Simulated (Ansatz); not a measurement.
Born–Oppenheimer molecular dynamics of BFH₂OSi (6 atoms, charge 0, multiplicity 1). It starts at the highest image of a converged band. Of that band: The profile has 2 maxima (images 3, 6) with wells between them (image 5): this band takes more than one step, which may be the mechanism or a detour left from its start path. A vibrational analysis at the climbing image gives one clearly imaginary mode, 1449i cm⁻¹: a first-order saddle point.

Method: RKS PBE-D4/6-31G* (Ansatz 0.2.0).

```
ensemble                      : NVE (velocity Verlet)
time step                     : 0.5 fs
steps asked                   : 200
starting velocities drawn for : 300 K
seed                          : 6828
```

Frames 1 fs apart, positions in Å, forces in eV/Å.

Velocities at 35.0 fs (Å/ps):

```
F -1.96 -4.65 -2.01
B -9.93 10.73 6.62
O -8.73 8.45 -5.80
Si 7.76 -2.37 2.52
H 11.48 -82.16 -6.05
H 54.49 -13.39 -5.04
```

```xyz
6
Properties=species:S:1:pos:R:3:forces:R:3 time_fs=35.0 energy_less_start_eV=-0.801 T=1849
F 0.179 -2.025 1.044 0.95 1.87 -1.77
B 0.213 -0.919 0.178 -0.57 -0.20 1.66
O 1.086 0.077 -0.232 -0.93 -1.55 -0.74
Si -0.779 0.582 -0.531 0.30 -0.93 2.19
H -2.102 0.362 -1.308 1.04 0.75 -0.62
H -0.557 1.728 0.448 -0.79 0.06 -0.72
6
Properties=species:S:1:pos:R:3:forces:R:3 time_fs=36.0 energy_less_start_eV=-0.737 T=1725
F 0.177 -2.029 1.042 0.93 2.01 -1.82
B 0.203 -0.908 0.186 -0.32 -0.52 1.84
O 1.077 0.085 -0.238 -0.88 -1.75 -0.74
Si -0.771 0.579 -0.528 0.12 -0.87 1.87
H -2.086 0.284 -1.317 1.11 0.89 -0.51
H -0.506 1.715 0.440 -0.95 0.23 -0.64
6
Properties=species:S:1:pos:R:3:forces:R:3 time_fs=37.0 energy_less_start_eV=-0.689 T=1633
F 0.176 -2.032 1.038 0.92 2.11 -1.83
B 0.193 -0.898 0.195 -0.06 -0.80 1.98
O 1.067 0.092 -0.245 -0.83 -1.94 -0.73
Si -0.763 0.576 -0.525 -0.07 -0.82 1.53
H -2.058 0.214 -1.330 1.12 1.02 -0.42
H -0.465 1.704 0.425 -1.08 0.43 -0.53
6
Properties=species:S:1:pos:R:3:forces:R:3 time_fs=38.0 energy_less_start_eV=-0.667 T=1590
F 0.175 -2.034 1.034 0.89 2.16 -1.80
B 0.182 -0.889 0.205 0.21 -1.03 2.08
O 1.057 0.097 -0.252 -0.75 -2.13 -0.69
Si -0.756 0.573 -0.520 -0.25 -0.77 1.19
H -2.021 0.154 -1.348 1.07 1.12 -0.38
H -0.434 1.698 0.406 -1.16 0.65 -0.39
6
Properties=species:S:1:pos:R:3:forces:R:3 time_fs=39.0 energy_less_start_eV=-0.678 T=1612
F 0.175 -2.035 1.029 0.87 2.16 -1.74
B 0.172 -0.880 0.218 0.45 -1.20 2.13
O 1.047 0.102 -0.259 -0.67 -2.31 -0.63
Si -0.748 0.570 -0.516 -0.41 -0.70 0.89
H -1.973 0.104 -1.370 0.97 1.19 -0.38
H -0.414 1.698 0.382 -1.21 0.86 -0.27
6
Properties=species:S:1:pos:R:3:forces:R:3 time_fs=40.0 energy_less_start_eV=-0.729 T=1711
F 0.175 -2.035 1.022 0.85 2.09 -1.63
B 0.162 -0.873 0.233 0.67 -1.30 2.11
O 1.036 0.105 -0.267 -0.58 -2.46 -0.54
Si -0.740 0.566 -0.511 -0.52 -0.58 0.66
H -1.915 0.066 -1.395 0.81 1.22 -0.42
H -0.406 1.706 0.356 -1.23 1.02 -0.18
6
Properties=species:S:1:pos:R:3:forces:R:3 time_fs=41.0 energy_less_start_eV=-0.823 T=1892
F 0.176 -2.034 1.016 0.83 1.97 -1.48
B 0.152 -0.867 0.249 0.84 -1.30 2.02
O 1.025 0.106 -0.275 -0.47 -2.59 -0.42
Si -0.733 0.562 -0.506 -0.58 -0.38 0.54
H -1.851 0.040 -1.424 0.61 1.21 -0.50
H -0.409 1.723 0.329 -1.24 1.09 -0.16
6
Properties=species:S:1:pos:R:3:forces:R:3 time_fs=42.0 energy_less_start_eV=-0.957 T=2151
F 0.177 -2.031 1.008 0.82 1.77 -1.28
B 0.144 -0.862 0.267 0.97 -1.20 1.85
O 1.013 0.106 -0.283 -0.36 -2.68 -0.28
Si -0.726 0.558 -0.501 -0.60 -0.08 0.53
H -1.780 0.025 -1.458 0.39 1.16 -0.61
H -0.424 1.751 0.299 -1.23 1.03 -0.22
6
Properties=species:S:1:pos:R:3:forces:R:3 time_fs=43.0 energy_less_start_eV=-1.122 T=2470
F 0.178 -2.028 1.000 0.82 1.48 -1.03
B 0.136 -0.857 0.287 1.04 -1.00 1.59
O 1.001 0.105 -0.291 -0.23 -2.73 -0.10
Si -0.719 0.554 -0.496 -0.63 0.32 0.59
H -1.705 0.021 -1.498 0.19 1.09 -0.72
H -0.451 1.789 0.268 -1.19 0.84 -0.33
6
Properties=species:S:1:pos:R:3:forces:R:3 time_fs=44.0 energy_less_start_eV=-1.305 T=2823
F 0.180 -2.025 0.991 0.83 1.11 -0.74
B 0.129 -0.854 0.308 1.06 -0.68 1.25
O 0.989 0.102 -0.300 -0.07 -2.75 0.11
Si -0.712 0.551 -0.490 -0.73 0.79 0.65
H -1.629 0.028 -1.544 0.04 1.00 -0.79
H -0.489 1.835 0.234 -1.13 0.52 -0.47
6
Properties=species:S:1:pos:R:3:forces:R:3 time_fs=45.0 energy_less_start_eV=-1.486 T=3173
F 0.182 -2.020 0.981 0.84 0.65 -0.41
B 0.124 -0.852 0.331 1.04 -0.26 0.82
O 0.978 0.097 -0.308 0.12 -2.73 0.34
Si -0.705 0.547 -0.484 -0.94 1.29 0.61
H -1.552 0.044 -1.598 -0.03 0.92 -0.76
H -0.539 1.885 0.194 -1.02 0.13 -0.60
6
Properties=species:S:1:pos:R:3:forces:R:3 time_fs=46.0 energy_less_start_eV=-1.646 T=3480
F 0.185 -2.015 0.972 0.85 0.11 -0.05
B 0.119 -0.849 0.354 0.98 0.23 0.33
O 0.966 0.090 -0.317 0.34 -2.69 0.59
Si -0.699 0.544 -0.478 -1.29 1.77 0.39
H -1.476 0.070 -1.660 -0.02 0.86 -0.59
H -0.597 1.937 0.149 -0.86 -0.28 -0.67
```

Of the whole run (100 fs, mean temperature of the second half 2387 K): The conserved energy stayed within 0.28 meV per atom of its start (net change -0.075 meV per atom), so the integration is sound. The system heated up, since it started high on the potential surface and ran downhill. A run of 0.1 ps of so small a system gives no equilibrium averages. The orbitals stay closed-shell, which can raise the energy where a bond breaks towards radicals; this wasn't checked here.

Time of the run: 4.4 min on 1 thread of Arm Neoverse V2 (shared host), peak memory 0.11 GiB.
